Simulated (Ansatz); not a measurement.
Worked example: a bond strength in C2H6AlF (SMILES [CH3][Al]([CH3])[F])

C2H6AlF: 10 atoms, total charge 0, spin state singlet. As SMILES, `[CH3][Al]([CH3])[F]`. Geometry: optimised at r2SCAN/def2-SVP.

```jsonl
{"atom": "C", "x (Å)": "-0.5684", "y (Å)": "1.4130", "z (Å)": "-0.8618"}
{"atom": "Al", "x (Å)": "-0.2905", "y (Å)": "-0.4471", "z (Å)": "-0.3656"}
{"atom": "C", "x (Å)": "0.7955", "y (Å)": "-1.0923", "z (Å)": "1.1134"}
{"atom": "F", "x (Å)": "-1.0556", "y (Å)": "-1.6163", "z (Å)": "-1.2905"}
{"atom": "H", "x (Å)": "-1.1914", "y (Å)": "1.5296", "z (Å)": "-1.7628"}
{"atom": "H", "x (Å)": "-1.0575", "y (Å)": "1.9728", "z (Å)": "-0.0447"}
{"atom": "H", "x (Å)": "0.3910", "y (Å)": "1.9272", "z (Å)": "-1.0481"}
{"atom": "H", "x (Å)": "0.1896", "y (Å)": "-1.6848", "z (Å)": "1.8213"}
{"atom": "H", "x (Å)": "1.2792", "y (Å)": "-0.2842", "z (Å)": "1.6860"}
{"atom": "H", "x (Å)": "1.5913", "y (Å)": "-1.7692", "z (Å)": "0.7560"}
```

Wanted: the dissociation energy of the C3–Al2 bond into doublet CH3 and doublet CH3AlF (shapes relaxed at r2SCAN/def2-SVP, no zero-point term). 1 Eh = 2625.50 kJ/mol = 27.2114 eV. Totals in Eh; open shells run unrestricted unless said.

```
                                   level  program      C2H6AlF  doublet CH3  doublet CH3AlF
                            PBE/def2-SVP   Ansatz  -421.616191   -39.740197     -381.739774
                          B3LYP/def2-SVP   Ansatz  -421.997159   -39.809409     -382.054293
CCSD(T)/def2-SVP, 8 core orbitals frozen   Ansatz  -421.059230   -39.684262     -381.241427
```

Problem. Work out the dissociation energy at each level.

Solution. 
1. PBE/def2-SVP: (-39.740197) + (-381.739774) − (-421.616191) = 0.136220 Eh = 357.6 kJ/mol = 3.71 eV.
2. B3LYP/def2-SVP: (-39.809409) + (-382.054293) − (-421.997159) = 0.133457 Eh = 350.4 kJ/mol = 3.63 eV.
3. CCSD(T)/def2-SVP: (-39.684262) + (-381.241427) − (-421.059230) = 0.133541 Eh = 350.6 kJ/mol = 3.63 eV.

The levels span 350 to 358 kJ/mol; no measured value is set beside them. A bond enthalpy at 298 K also holds the loss of zero-point energy and thermal terms.
